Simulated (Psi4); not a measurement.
Psi4 was given this input:
```
memory 2 GB

molecule {
0 1
C     1.75134802   -0.01003860   -0.62242699
Si   -0.01704949   -0.01184987   -0.00590827
O    -0.87700248   -1.11492948   -0.79118722
F    -0.73172445    1.41838748   -0.12820296
F    -0.13612802   -0.25829367    1.57412678
H     2.22928518   -0.96827422   -0.44462918
H     2.33657009    0.75294384   -0.11740230
H     1.79488772    0.18778604   -1.68873917
H    -1.80344616   -1.26773430   -0.61576821
}

set {
  basis def2-svp
  freeze_core true
}

energy('ccsd')
print_variables()
```

### Question
What does this run give for the nuclear repulsion energy, coupled-cluster correlation energy (without the perturbative part), number of basis functions, total energy?

### Answer

| Quantity | Value |
|---|---|
| nuclear repulsion energy | 262.0004 Eh |
| coupled-cluster correlation energy (without the perturbative part) | -0.8183 Eh |
| number of basis functions | 94 |
| total energy | -603.5466 Eh |

### Question
Roughly what does it cost on one core?

### Answer
around 50 core-seconds (rough).
